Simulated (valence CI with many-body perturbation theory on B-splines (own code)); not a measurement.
## E1 transitions of Os LXX

Calculated by configuration interaction combined with many-body perturbation theory (CI+MBPT): five valence electrons over a frozen Dirac-Fock core [He], a basis of 9 s, 9 p, 8 d, 6 f, 3 g, 1 h functions for each j, with the one-electron correlation potential Σ1, the two-electron term Σ2, the three-electron term Σ3, Breit, model QED; selected CI, second order for the rest (own B-spline code, finite nucleus).

The last digits are not significant, and no measured levels were compared; by estimate large intervals hold to a few tenths of a per cent, small ones and those within an open d or f shell to about a per cent. Among the levels kept, up to 1200 cm⁻¹ of a level comes from second order outside the variational space, and about a tenth of that is noise between levels of different J, which matters for small intervals.

Lines 1 to 50 of 262 in falling wavelength, among levels below 12040 eV, chosen from the strongest by gf and those to the six lowest levels. Wavelengths and rates use the calculated energies. Electric multipoles are in the length gauge, E1 and E2 with the static RPA response of the core. Weak lines are less certain than strong ones. Lines between different terms over intervals too small for the method are left out, as are lines whose strength nearly cancels. The highest levels of a list are the least certain.

Levels are named by their leading jj configuration (3d3/2^4 stands for four electrons in 3d with j = 3/2), which in mixed levels can hold well under half, so a name can repeat and another be missing. Letters in brackets count levels of one name in rising energy.

| λ vac (nm) | Upper | Lower | A (s⁻¹) | S (a.u.) with core polarisation | S without |
| --- | --- | --- | --- | --- | --- |
| 13.73 | (2s 2p1/2^2 2p3/2 3p1/2) J=5/2 | (2s 2p1/2^2 2p3/2 3s) J=3/2 [a] | 3.22e+09 | 2.47e-02 | 2.47e-02 |
| 12.28 | (2s^2 2p1/2 2p3/2 3p1/2) J=5/2 | (2s^2 2p1/2 2p3/2 3s) J=3/2 [b] | 4.56e+09 | 2.50e-02 | 2.50e-02 |
| 12.14 | (2s 2p1/2^2 2p3/2 3p1/2) J=3/2 [b] | (2s 2p1/2^2 2p3/2 3s) J=3/2 [b] | 5.08e+09 | 1.80e-02 | 1.80e-02 |
| 11.47 | (2s^2 2p1/2 2p3/2 3p1/2) J=5/2 | (2s^2 2p1/2 2p3/2 3s) J=5/2 | 5.20e+09 | 2.32e-02 | 2.32e-02 |
| 11.29 | (2s^2 2p1/2^2 3p1/2) J=1/2 | (2s^2 2p1/2^2 3s) J=1/2 | 1.19e+10 | 1.69e-02 | 1.69e-02 |
| 10.33 | (2s 2p1/2^2 2p3/2 3p1/2) J=3/2 [a] | (2s 2p1/2^2 2p3/2 3s) J=5/2 | 1.26e+10 | 2.75e-02 | 2.75e-02 |
| 10.27 | (2s 2p1/2^2 2p3/2 3p1/2) J=5/2 | (2s 2p1/2^2 2p3/2 3s) J=5/2 | 8.06e+09 | 2.59e-02 | 2.59e-02 |
| 8.128 | (2s^2 2p1/2 2p3/2 3p1/2) J=3/2 [b] | (2s^2 2p1/2 2p3/2 3s) J=5/2 | 2.05e+10 | 2.18e-02 | 2.18e-02 |
| 6.137 | (2s^2 2p1/2 2p3/2 3d5/2) J=3/2 [a] | (2s^2 2p1/2 2p3/2 3p3/2) J=3/2 [b] | 2.23e+10 | 1.02e-02 | 1.02e-02 |
| 6.074 | (2s^2 2p1/2 2p3/2 3d5/2) J=3/2 [b] | (2s^2 2p1/2 2p3/2 3p3/2) J=1/2 [b] | 3.05e+10 | 1.35e-02 | 1.35e-02 |
| 5.922 | (2s^2 2p1/2 2p3/2 3d5/2) J=1/2 | (2s^2 2p1/2 2p3/2 3p3/2) J=1/2 [b] | 4.34e+10 | 8.89e-03 | 8.89e-03 |
| 5.829 | (2s^2 2p1/2 2p3/2 3d5/2) J=5/2 [b] | (2s^2 2p1/2 2p3/2 3p3/2) J=5/2 [b] | 2.05e+10 | 1.20e-02 | 1.20e-02 |
| 5.819 | (2s 2p1/2^2 2p3/2 3d5/2) J=5/2 | (2s 2p1/2^2 2p3/2 3p3/2) J=5/2 [a] | 3.01e+10 | 1.76e-02 | 1.76e-02 |
| 5.739 | (2s 2p1/2^2 2p3/2 3d5/2) J=9/2 | (2s 2p1/2^2 2p3/2 3p3/2) J=7/2 | 8.90e+10 | 8.31e-02 | 8.31e-02 |
| 5.648 | (2s 2p1/2^2 2p3/2 3d5/2) J=7/2 | (2s 2p1/2^2 2p3/2 3p3/2) J=5/2 [a] | 7.49e+10 | 5.33e-02 | 5.33e-02 |
| 5.630 | (2s^2 2p1/2 2p3/2 3d5/2) J=7/2 [a] | (2s^2 2p1/2 2p3/2 3p3/2) J=5/2 [a] | 7.70e+10 | 5.42e-02 | 5.42e-02 |
| 5.610 | (2s^2 2p1/2 2p3/2 3d5/2) J=5/2 [b] | (2s^2 2p1/2 2p3/2 3p3/2) J=3/2 [b] | 4.65e+10 | 2.43e-02 | 2.43e-02 |
| 5.609 | (2s^2 2p1/2 2p3/2 3d5/2) J=7/2 [b] | (2s^2 2p1/2 2p3/2 3p3/2) J=5/2 [b] | 7.00e+10 | 4.88e-02 | 4.88e-02 |
| 5.521 | (2s^2 2p1/2 2p3/2 3d5/2) J=9/2 | (2s^2 2p1/2 2p3/2 3p3/2) J=7/2 | 9.27e+10 | 7.70e-02 | 7.70e-02 |
| 5.511 | (2s^2 2p1/2^2 3d5/2) J=5/2 | (2s^2 2p1/2^2 3p3/2) J=3/2 | 9.42e+10 | 4.67e-02 | 4.67e-02 |
| 5.345 | (2s 2p1/2^2 2p3/2 3d5/2) J=5/2 | (2s 2p1/2^2 2p3/2 3p3/2) J=3/2 [a] | 6.28e+10 | 2.84e-02 | 2.84e-02 |
| 5.326 | (2s^2 2p1/2 2p3/2 3d5/2) J=5/2 [a] | (2s^2 2p1/2 2p3/2 3p3/2) J=3/2 [a] | 6.89e+10 | 3.08e-02 | 3.08e-02 |
| 5.270 | (2s^2 2p1/2 2p3/2 3d5/2) J=3/2 [a] | (2s^2 2p1/2 2p3/2 3p3/2) J=1/2 [a] | 5.90e+10 | 1.70e-02 | 1.70e-02 |
| 4.989 | (2s 2p1/2^2 2p3/2 3d5/2) J=7/2 | (2s 2p1/2^2 2p3/2 3p3/2) J=7/2 | 2.28e+10 | 1.12e-02 | 1.12e-02 |
| 4.935 | (2s^2 2p1/2 2p3/2 3d5/2) J=7/2 [b] | (2s^2 2p1/2 2p3/2 3p3/2) J=7/2 | 2.10e+10 | 9.98e-03 | 9.98e-03 |
| 4.677 | (2s^2 2p1/2 2p3/2 3d5/2) J=3/2 [b] | (2s^2 2p1/2 2p3/2 3p3/2) J=3/2 [a] | 5.38e+10 | 1.09e-02 | 1.09e-02 |
| 3.858 | (2s 2p1/2^2 2p3/2 3p3/2) J=7/2 | (2s^2 2p1/2 2p3/2 3p3/2) J=5/2 [a] | 6.40e+10 | 1.45e-02 | 1.45e-02 |
| 3.664 | (2s 2p1/2^2 2p3/2^2) J=5/2 | (2s^2 2p1/2 2p3/2^2) J=5/2 | 2.18e+10 | 3.17e-03 | 3.18e-03 |
| 3.430 | (2s 2p1/2^2 2p3/2^2) J=5/2 | (2s^2 2p1/2 2p3/2^2) J=3/2 | 3.34e+10 | 3.99e-03 | 3.99e-03 |
| 3.151 | (2s 2p1/2^2 2p3/2^2) J=1/2 | (2s^2 2p1/2 2p3/2^2) J=1/2 | 7.64e+10 | 2.36e-03 | 2.36e-03 |
| 3.141 | (2s 2p1/2^2 2p3/2^2) J=3/2 | (2s^2 2p1/2 2p3/2^2) J=1/2 | 2.87e+07 | 1.75e-06 | 1.76e-06 |
| 3.116 | (2s 2p1/2^2 2p3/2 3d3/2) J=5/2 [b] | (2s^2 2p1/2 2p3/2 3d3/2) J=7/2 | 5.33e+10 | 4.77e-03 | 4.78e-03 |
| 2.755 | (2s 2p1/2^2 2p3/2^2) J=3/2 | (2s^2 2p1/2 2p3/2^2) J=5/2 | 8.85e+10 | 3.66e-03 | 3.66e-03 |
| 2.628 | (2s 2p1/2^2 2p3/2^2) J=1/2 | (2s^2 2p1/2 2p3/2^2) J=3/2 | 1.04e+08 | 1.87e-06 | 1.87e-06 |
| 2.621 | (2s 2p1/2^2 2p3/2^2) J=3/2 | (2s^2 2p1/2 2p3/2^2) J=3/2 | 2.80e+10 | 9.96e-04 | 9.97e-04 |
| 2.609 | (2p1/2^2 2p3/2^3) J=3/2 | (2s 2p1/2 2p3/2^3) J=5/2 | 1.73e+11 | 6.05e-03 | 6.06e-03 |
| 2.471 | (2s 2p1/2^2 2p3/2 3p3/2) J=5/2 [a] | (2s 2p1/2^2 2p3/2 3s) J=3/2 [b] | 9.40e+10 | 4.20e-03 | 4.20e-03 |
| 2.264 | (2s^2 2p1/2 2p3/2 3d3/2) J=5/2 [b] | (2s^2 2p1/2 2p3/2 3p1/2) J=3/2 [b] | 6.57e+11 | 2.26e-02 | 2.26e-02 |
| 2.240 | (2s^2 2p1/2 2p3/2 3d3/2) J=3/2 [b] | (2s^2 2p1/2 2p3/2 3p1/2) J=3/2 [b] | 7.54e+11 | 1.67e-02 | 1.67e-02 |
| 2.226 | (2s^2 2p1/2 2p3/2 3p3/2) J=1/2 [a] | (2s^2 2p1/2 2p3/2 3s) J=3/2 [b] | 3.49e+11 | 3.80e-03 | 3.80e-03 |
| 2.216 | (2s^2 2p1/2 2p3/2 3d3/2) J=5/2 [a] | (2s^2 2p1/2 2p3/2 3p1/2) J=5/2 | 2.17e+11 | 7.01e-03 | 7.01e-03 |
| 2.207 | (2s^2 2p1/2 2p3/2 3p3/2) J=3/2 [a] | (2s^2 2p1/2 2p3/2 3s) J=3/2 [b] | 7.29e+11 | 1.55e-02 | 1.55e-02 |
| 2.206 | (2s 2p1/2^2 2p3/2 3p3/2) J=3/2 [a] | (2s 2p1/2^2 2p3/2 3s) J=3/2 [a] | 1.31e+12 | 2.78e-02 | 2.78e-02 |
| 2.199 | (2s^2 2p1/2 2p3/2 3d3/2) J=1/2 [b] | (2s^2 2p1/2 2p3/2 3p1/2) J=3/2 [b] | 9.59e+11 | 1.01e-02 | 1.01e-02 |
| 2.192 | (2s 2p1/2^2 2p3/2 3d3/2) J=3/2 [b] | (2s 2p1/2^2 2p3/2 3p1/2) J=3/2 [b] | 4.72e+11 | 9.82e-03 | 9.82e-03 |
| 2.192 | (2s 2p1/2^2 2p3/2 3d3/2) J=5/2 [a] | (2s 2p1/2^2 2p3/2 3p1/2) J=5/2 | 6.51e+11 | 2.03e-02 | 2.03e-02 |
| 2.189 | (2s 2p1/2^2 2p3/2 3d3/2) J=5/2 [a] | (2s 2p1/2^2 2p3/2 3p1/2) J=3/2 [a] | 5.67e+11 | 1.76e-02 | 1.76e-02 |
| 2.187 | (2s 2p1/2^2 2p3/2 3d3/2) J=3/2 [b] | (2s 2p1/2^2 2p3/2 3p1/2) J=1/2 | 6.21e+11 | 1.28e-02 | 1.28e-02 |
| 2.179 | (2s^2 2p1/2 2p3/2 3p3/2) J=3/2 [a] | (2s^2 2p1/2 2p3/2 3s) J=5/2 | 1.73e+11 | 3.52e-03 | 3.52e-03 |
| 2.170 | (2s 2p1/2^2 2p3/2 3p3/2) J=5/2 [b] | (2s 2p1/2^2 2p3/2 3s) J=3/2 [b] | 1.64e+12 | 4.98e-02 | 4.98e-02 |
